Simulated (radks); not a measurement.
Values are calculated unless marked as measured or tabulated.
Neutral zirconium inside a hard spherical wall (all orbitals vanish at R), configuration held at [Kr] 4d2 5s2 and not refilled when levels cross. Level of theory: scalar-relativistic Kohn-Sham, PBE, spin-polarised, spherical densities, finite nucleus; open shells are filled with parallel spins first (spin-orbit coupling, left out, can overturn this in heavy ions); Fermi nuclear charge, rms radius 4.2694 fm (a radial shooting solver on a logarithmic mesh with Libxc functionals). Eigenvalues in eV for spin up, with the zero of energy where the potential of the charges vanishes at infinity; a dash marks a level that is unbound or too diffuse for the functional's potential to be trusted. A positive occupied level is held by the wall or, in an anion where self-interaction has pushed it up, behind a barrier. The pressure on the wall is -dE/dV.

R (bohr)	E (hartree)	kinetic (hartree)	e(4s)	e(4p)	e(5s)	e(4d)	e(5p, empty)	e(6s, empty)	pressure (GPa)
free	-3598.51063	3699.966	-54.812	-32.852	-4.700	-4.058	-1.601	-	0
12	-3598.51046	3699.968	-54.795	-32.836	-4.687	-4.043	-1.556	0.891	0.00293
10	-3598.50921	3699.980	-54.714	-32.755	-4.625	-3.971	-1.408	2.068	0.0348
8	-3598.49931	3700.047	-54.316	-32.362	-4.298	-3.624	-0.800	5.197	0.426
6	-3598.42147	3700.432	-52.638	-30.727	-2.617	-2.165	1.829	14.967	6.05
4	-3597.70143	3703.082	-46.175	-24.581	8.118	4.257	16.410	56.163	144
3.5	-3596.98380	3705.580	-42.363	-20.916	17.236	8.707	27.851	84.344	389
3	-3595.40522	3711.011	-36.042	-14.571	35.253	16.803	49.250	133.33	1220
2.5	-3591.49223	3723.878	-24.180	-1.875	74.019	33.189	92.721	226.08	4620
2	-3580.33596	3757.173	2.596	28.094	166.03	70.709	190.77	422.84	22000
1.5	-3541.90047	3858.856	84.010	118.16	420.59	174.06	450.30	917.09	149000
